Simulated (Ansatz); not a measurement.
H$_{3}$HfO$_{3}$ (SMILES [OH][Hf]([OH])[OH]), doublet, at a GFN2-xTB geometry (such geometries of metal compounds can be far from the true shape) (the multiplicity is a formal guess) (core potentials on Hf); HF/def2-SVP (Ansatz, an electronic-structure program).

Ansatz was given this input:
Ansatz 0.2 input:
```yaml
crystal:
  periodic: [false, false, false]
  atoms:
    - {symbol: Hf, position_ang: [0.02003494, -0.04142502, 0.04666408]}
    - {symbol: O, position_ang: [1.50219233, -0.12177492, -1.07532677]}
    - {symbol: H, position_ang: [1.50657928, 0.40421577, -1.88523804]}
    - {symbol: O, position_ang: [-0.47977780, -0.81968077, 1.65944460]}
    - {symbol: H, position_ang: [-1.34165278, -0.58759156, 2.02775851]}
    - {symbol: O, position_ang: [-1.11915871, 1.14542333, -0.81548044]}
    - {symbol: H, position_ang: [-0.83348867, 1.53423643, -1.65143302]}
basis:
  gaussian:
    orbitals: def2-SVP
hamiltonian:
  xc: hf
magnetization: {spin_polarized: true, initial_magnetization: 1}
```

What the program printed (banner, timings and long lists left out):

```
Functional definition: HF
866 factors; integrals over basis functions are off by at most 1.4e-3 eV
mean field evaluation 1: about -7440.9924 eV, gradient 4.4e1 eV
mean field evaluation 2: about -7441.0037 eV, gradient 4.4e1 eV
mean field evaluation 4: about -7448.7387 eV, gradient 2.5e0 eV
mean field evaluation 8: about -7448.9531 eV, gradient 1.3e-1 eV
mean field evaluation 16: about -7445.3367 eV, gradient 1.3e0 eV
mean field evaluation 32: about -7448.9349 eV, gradient 3.2e-1 eV
mean field -7448.95209139 eV, -273.7439402777 hartree, gradient 1.0e-5 eV, S^2 0.754296; 0 other end points of the search recorded, 0 dependent functions left out
reference -7448.95209139 eV, -273.7439402777 hartree; 20, 19 occupied and 69, 70 virtual orbitals, 866 factors
Total energy: -7448.95209139 eV, -273.7439402777 hartree
```
